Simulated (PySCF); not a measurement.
A calculated (UHF, PySCF 2.14, Sapporo-DZP-2012, scalar relativity by spin-free X2C-1e) atom or ion has these occupied shells.

| shell | electrons | orbital energy (eV) | rms radius, mean of both spins (bohr) |
| --- | --- | --- | --- |
| 1s | 2 | -222.77 | 0.378 |
| 2s | 2 | -23.776 | 1.97 |

Question: Name the element and its charge.

Answer: B⁺ (boron, charge +1), in [He] 2s2, closed-shell 1S.
